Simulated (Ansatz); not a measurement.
Stepwise reaction of `[SiH3][SiH2][SiH2][SiH3]` with hydrogen, as a gas-phase model of exchange steps in deposition or etching. ΔE in kJ/mol; ΔG adds harmonic PBE0-D4 terms to CCSD(T)/CBS, at 1 bar.

Computed with Ansatz on PBE0-D4/def2-TZVP structures; ΔE is electronic, products minus reactants. CCSD(T)/CBS adds triple-zeta CCSD(T) − MP2 to the extrapolated MP2 energy (def2 sets, frozen cores). This one scheme is used for every species. Functionals use def2-TZVPP. B3LYP here is the variant with VWN-RPA as its local correlation; programs differ in this. Each species was taken in one conformer, which may not be the lowest.

```json
{"step": "1", "reaction": "`[SiH3][SiH2][SiH2][SiH3]` + H₂ → `[SiH3][SiH2][SiH3]` + SiH₄", "PBE-D4": "2.8", "B3LYP-D4": "-12.2", "ωB97M-V": "-16.5", "CCSD(T)/CBS": "-10.8", "ΔG(500 K)": "-10.2"}
{"step": "2", "reaction": "`[SiH3][SiH2][SiH3]` + H₂ → `[SiH3][SiH3]` + SiH₄", "PBE-D4": "1.4", "B3LYP-D4": "-13.8", "ωB97M-V": "-17.7", "CCSD(T)/CBS": "-12.2", "ΔG(500 K)": "-6.5"}
{"step": "3", "reaction": "`[SiH3][SiH3]` + H₂ → SiH₄ + SiH₄", "PBE-D4": "-4.7", "B3LYP-D4": "-20.2", "ωB97M-V": "-23.8", "CCSD(T)/CBS": "-18.6", "ΔG(500 K)": "-14.4"}
```

**Question.** By hand: ΔE of the 3 steps together at CCSD(T)/CBS.

**Answer.** (-10.8) + (-12.2) + (-18.6) = -41.6 kJ/mol, or -13.9 kJ/mol a step.

In ΔE step 3 is the lowest and step 1 the highest. All are downhill at CCSD(T)/CBS. ΔG lies between -14.4 and -6.5 kJ/mol a step. PBE-D4 differs from CCSD(T)/CBS by 13.6 to 13.9 kJ/mol a step. Isolated molecules leave out the surface, adducts and barriers. Largest T1 diagnostic: 0.014.
